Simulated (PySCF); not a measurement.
## Continuum solvent and chemical shifts

Numbering as in the mapped SMILES `[CH3:1][c:2]1[cH:3][cH:4][c:5]2[c:6]([cH:7]1)[S@@:8](=[O:9])[CH2:10][CH2:11]2` (H(Xn): hydrogen on atom n). Ha(C10), Ha(C11) are pro-R; Hb(C10), Hb(C11) are pro-S.

GIAO PBE0/pcSseg-1 in PySCF on one PBE0-D3(BJ)/def2-SVP conformer, non-relativistic, equivalent nuclei averaged. Solvents enter as an IEF-PCM continuum (chloroform with ε = 4.7, tetrahydrofuran with ε = 7.4) around the gas-phase geometry. Shifts are referred to TMS, CS2 computed in the same medium.

In chloroform, δ in ppm: C6 154.9, C5 148.2, C2 145.3, C3 139.7, C7 133.8, C4 131.8, C10 59.4, C11 34.6, C1 23.2, S8 351.2, H(C7) 7.90, H(C4) 7.73, H(C3) 7.65, Hb(C11) 4.06. Dipole moment 5.35 D.

**Question.** How does each δ change in the more polar medium?

**Answer.** 
| atoms | environment | Δδ, tetrahydrofuran |
| --- | --- | --- |
| C6 | aromatic carbon bearing sulfur | 0.0 |
| C5 | substituted aromatic carbon | +0.2 |
| C2 | substituted aromatic carbon | +0.3 |
| C3 | aromatic CH | +0.3 |
| C7 | aromatic CH | +0.1 |
| C4 | aromatic CH | +0.3 |
| C10 | sp3 CH2 bonded to S | +0.3 |
| C11 | sp3 CH2 on an aromatic ring | +0.1 |
| C1 | methyl carbon on an aromatic ring | 0.0 |
| S8 | sulfoxide sulfur | -0.3 |
| H(C7) | hydrogen on an aromatic CH | +0.03 |
| H(C4) | hydrogen on an aromatic CH | +0.04 |
| H(C3) | hydrogen on an aromatic CH | +0.04 |
| Hb(C11) | hydrogen on an sp3 CH2 on an aromatic ring | -0.02 |

Changes are relative to chloroform. The dipole moment becomes 5.52 D in tetrahydrofuran.

**Question.** Which nuclei move most (in ppm), and what does the model miss?

**Answer.** C2 (substituted aromatic carbon, +0.3 ppm) and C3 (aromatic CH, +0.3 ppm) and C4 (aromatic CH, +0.3 ppm) and C10 (sp3 CH2 bonded to S, +0.3 ppm) and S8 (sulfoxide sulfur, -0.3 ppm) in tetrahydrofuran. A continuum only polarises the solute; specific hydrogen bonds, the anisotropy of aromatic solvents and changes of geometry or conformer are outside it.
